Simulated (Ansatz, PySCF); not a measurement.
Gas-phase reaction in SMILES: CC(C)C[SeH] + 4 [H][H] (H2) -> 4 C (CH4) + [SeH2] (H2Se)
Each molecule is optimised on its own at B3LYP-D3(BJ)/def2-TZVP (Ansatz, an electronic-structure program), one conformer each, not searched for the lowest. Frequencies are from Ansatz or PySCF.

Wanted: energy of full hydrogenation (0 K, with B3LYP-D3(BJ) harmonic zero-point energies), in kcal/mol. Correlated levels leave the core frozen unless marked. No spin-orbit coupling. The frozen core is the preceding noble-gas configuration, with the filled d and f shells of earlier blocks. Non-relativistic. CBS(X,Y): correlation extrapolated as X^-3; Hartree-Fock from the larger set.

CCSD(T)/CBS(cc-pVTZ,cc-pVQZ) (Ansatz) gives -50.7 kcal/mol.

Another calculation gave -63.3 kcal/mol. Which level was it?
A. LC-wPBE/def2-TZVPD (Ansatz)
B. BLYP/def2-TZVPD (Ansatz)
C. BHLYP/def2-TZVPD (Ansatz)
D. PBE-QIDH/def2-TZVPD (Ansatz)

C, BHLYP/def2-TZVPD (Ansatz). The others give -57.0 (LC-wPBE), -51.5 (PBE-QIDH), -60.6 (BLYP) kcal/mol.
